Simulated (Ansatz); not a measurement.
Calculated with Ansatz (gas phase, PBE0-D4/def2-TZVP geometries, no zero-point term in ΔE). CCSD(T)/CBS adds triple-zeta CCSD(T) − MP2 to the extrapolated MP2 energy (def2 sets, frozen cores). This one scheme is used for every species. Functionals use def2-TZVPP. Each species was taken in one conformer, which may not be the lowest.

`N[SiH2][SiH](N)Cl` + H₂O → `N[SiH2][SiH](N)O` + HCl  (formal hydrolysis of the Si–Cl bond)

| level | ΔE (kcal/mol) |
| --- | --- |
| RPA@PBE/def2-TZVPP | 2.2 |
| SCS-MP2/def2-TZVPP | 3.2 |

Q: What does CCSD(T)/CBS give? (An estimate is asked.)

A: Computed: +4.2 kcal/mol. The listed levels differ from it by -2.0, -1.0 kcal/mol.

Largest T1 diagnostic among the species: 0.012.

The D4 term adds +0.9 kcal/mol with B3LYP and +0.5 kcal/mol with PBE0; it sums over pairs of atoms, weighted by their polarisabilities, and B3LYP, whose exchange is more repulsive, gets the larger term. Leaving LDA and LC-ωPBE aside and taking each functional with its dispersion term where it has one, the values, not all of them listed here, spread over 2.9 kcal/mol, from CAM-B3LYP-D4 to revPBE-D4. LDA lies −1.7 kcal/mol from PBE without D4.

B3LYP here is the variant with VWN-RPA as its local correlation; programs differ in this.
